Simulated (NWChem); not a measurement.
A series in which one site is exchanged, each optimised at PBE0/def2-SVP with NWChem, gas phase unless a solvent is named. This build's default masses of Se (78.918 u) and Br (79.917 u) are each other's, which moves their modes by up to 0.6 %. For some, no frequency run checked for a minimum. def2 effective core potentials on In; no spin-orbit coupling.

A: [F][In]([Cl])[Br] (InBrClF; site = In)
B: [F][Ga]([Cl])[Br] (GaBrClF; site = Ga)
C: FB(Cl)Br (BBrClF; site = B)
D: [F][Al]([Cl])[Br] (AlBrClF; site = Al)

Values for A:

```
Property                                             Value
---------------------------------------------------  -----
dipole (D), PBE0/def2-SVP                             1.16
orbital gap (eV), PBE0/def2-SVP                       5.93
vertical ionisation energy, ΔSCF, PBE/def2-SVP (eV)  10.74
static polarisability, PBE/def2-SVPD (bohr³)          73.8
lowest singlet excitation, PBE/def2-SVPD, TDA (eV)    3.87
```

How do these values change for the other members?


```json
[
 {"change from A": "dipole (D), PBE0/def2-SVP", "B": "-0.11", "C": "-0.91", "D": "-0.55"},
 {"change from A": "orbital gap (eV), PBE0/def2-SVP", "B": "+1.14", "C": "+1.86", "D": "+1.81"},
 {"change from A": "vertical ionisation energy, ΔSCF, PBE/def2-SVP (eV)", "B": "+0.20", "C": "+0.09", "D": "+0.15"},
 {"change from A": "static polarisability, PBE/def2-SVPD (bohr³)", "B": "-9.9", "C": "-22.7", "D": "-14.3"},
 {"change from A": "lowest singlet excitation, PBE/def2-SVPD, TDA (eV)", "B": "+0.99", "C": "+1.46", "D": "+1.64"}
]
```
